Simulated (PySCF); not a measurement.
## `CC(=S)[SiH2]n1cccc1`: 4 charge schemes on one density

Species: C₆H₉NSSi.
Z-matrix (Å and degrees, GFN2-xTB geometry), rows numbered from 1:
```
C 
C   1  1.4858
S   2  1.6285  1  121.04
Si  2  1.9020  1  119.33  3   178.14
N   4  1.7462  2  106.20  1    48.31
C   5  1.3713  4  126.41  2  -144.41
C   6  1.3594  5  109.56  4  -176.33
C   7  1.4168  6  106.93  5     0.38
C   8  1.3595  7  106.92  6    -0.11
H   1  1.0914  2  109.26  3  -116.71
H   1  1.0885  2  111.56  3     4.25
H   1  1.0909  2  109.95  3   126.29
H   4  1.4630  2  108.91  1   -66.28
H   4  1.4596  2  109.91  1   168.16
H   6  1.0717  5  120.10  4     3.88
H   7  1.0724  6  126.83  5  -179.34
H   8  1.0723  7  126.36  6   179.94
H   9  1.0730  5  120.43  4    -3.31
```

Density: PBE0/pcSseg-1 (PySCF); schemes: Mulliken, IAO, Hirshfeld and ESP-fitted. The structure is a single GFN2-xTB conformer in the gas phase; no vibrational or solvent corrections.

Q: Tabulate the Mulliken, IAO, Hirshfeld and ESP-fitted charges.

A: In e; atoms taken as equivalent share a row and are averaged (×n: the atom named and its like, n in all):

| atom | environment | Mulliken | IAO | Hirshfeld | ESP-fitted |
| --- | --- | --- | --- | --- | --- |
| C1 | methyl carbon | -0.164 | -0.430 | -0.123 | -0.126 |
| C2 | thiocarbonyl carbon | -0.609 | -0.303 | -0.035 | -0.025 |
| S3 | thiocarbonyl sulfur | -0.017 | -0.033 | -0.086 | -0.173 |
| Si4 | SiH2 silicon | +0.895 | +0.890 | +0.387 | +0.449 |
| N5 | pyrrole-type nitrogen | -0.706 | -0.355 | -0.108 | +0.116 |
| C6/C9 | aromatic CH next to a ring nitrogen | +0.144 | -0.116 | -0.035 | -0.294 |
| C7/C8 | aromatic CH carbon | -0.162 | -0.216 | -0.093 | -0.203 |
| H10/H11/H12 | methyl hydrogen | +0.143 | +0.166 | +0.051 | +0.067 |
| H13/H14 | Si–H hydrogen | -0.075 | -0.114 | -0.066 | -0.096 |
| H15/H18 | aromatic hydrogen | +0.100 | +0.154 | +0.049 | +0.195 |
| H16/H17 | aromatic hydrogen | +0.079 | +0.159 | +0.051 | +0.177 |

Mean size of the charges over all atoms: IAO 0.224 e, Mulliken 0.219 e, ESP-fitted 0.168 e, Hirshfeld 0.082 e. Each set sums to the total charge, 0, to within 0.001 e. The Hirshfeld scheme weights the molecular density at each point by an atom's share of the summed free-atom densities.

Some averages cover members that differ in this geometry: H10/H11/H12, ESP-fitted +0.050 to +0.083; H13/H14, Mulliken -0.090 to -0.060; H13/H14, ESP-fitted -0.111 to -0.081 e.

Lowest charge. The schemes don't all agree: Mulliken N5 (-0.706); IAO C1 (-0.430); Hirshfeld C1 (-0.123); ESP-fitted C6/C9 (-0.294).

Highest charge. All schemes agree: Mulliken Si4 (+0.895); IAO Si4 (+0.890); Hirshfeld Si4 (+0.387); ESP-fitted Si4 (+0.449).

Q: Sum the charges by element, for elements with more than one atom.

A: 
```csv
element,atoms,Mulliken,IAO,Hirshfeld,ESP-fitted
C,6,-0.809,-1.398,-0.415,-1.144
H,9,+0.638,+0.896,+0.221,+0.752
```

Q: How many electrons does the IAO scheme count on C7?

A: Its own charge is -0.218 e, so Z − q = 6.218.

The run behind these numbers computed NMR shieldings as well. On one thread, Arm Neoverse V1 (aarch64) (shared host), this took 62 s of wall time (grids of density and orbitals included) and 0.93 GiB of memory at its peak.
